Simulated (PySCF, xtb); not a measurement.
Si(F)2(H)(NHMe) (CH₅F₂NSi), SMILES CN[SiH](F)F.

GFN2-xTB run with xtb at its own geometry gives an orbital gap of 6.34 eV and a dipole moment of 3.43 D.

Coordinates come from a PBE0-D3(BJ)/def2-SVP optimisation. The structure was generated by enumeration, and PubChem lists no compound with its InChIKey, so it may never have been made. The values are those of a single conformer.

### Question
What does PySCF with CAM-B3LYP/def2-TZVP give? (Estimate from the structure and the level; the computed values follow.)

### Answer
gap 10.56 eV (levels -9.00 and 1.56 eV), dipole 2.82 D.
